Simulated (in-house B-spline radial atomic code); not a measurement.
## The strontium ion Sr⁺: [Kr] 5s1 (an excited or competing configuration)

Method: Dirac-Hartree-Fock, average of configuration, Fermi nucleus of rms radius 4.224 fm. Calculated with a B-spline radial code for spherical atoms.

Z_r = [3n² - l(l+1)]/(2<r>); Z_e = n√(-2ε); the last column is Slater's effective charge. Values are occupation-weighted means over j. An effective charge above Z reflects the relativistic contraction of the inner shells.

```tsv
shell	electrons	ε (eV)	<r> (bohr)	Z_r	Z_e	Slater
1s	2	-16214	0.03915	38.32	34.52	37.70
2s	2	-2268.6	0.1717	34.94	25.83	33.85
2p	6	-2011.2	0.1503	33.27	24.32	33.85
3s	2	-385.93	0.4887	27.62	15.98	26.75
3p	6	-300.19	0.4957	25.22	14.09	26.75
3d	10	-158.1	0.4964	21.15	10.23	16.85
4s	2	-59.013	1.367	17.56	8.33	10.25
4p	6	-35.804	1.564	14.70	6.49	10.25
5s	1	-10.466	4.054	9.25	4.39	3.20
```

The least bound orbital is 5s1/2 at -10.47 eV, and it is also the most diffuse (<r> = 4.054 bohr).

Spin-orbit splittings of the orbital energies (j = l + 1/2 above j = l - 1/2 when positive): 2p 68.94 eV, 3p 11.02 eV, 3d 1.916 eV, 4p 1.269 eV.

For the 1s electron the small component carries 1.91 % of the norm, the zero-frequency Breit interaction raises the level by 28.08 eV, self-energy by 15.05 eV, and vacuum polarisation lowers it by 1.622 eV.
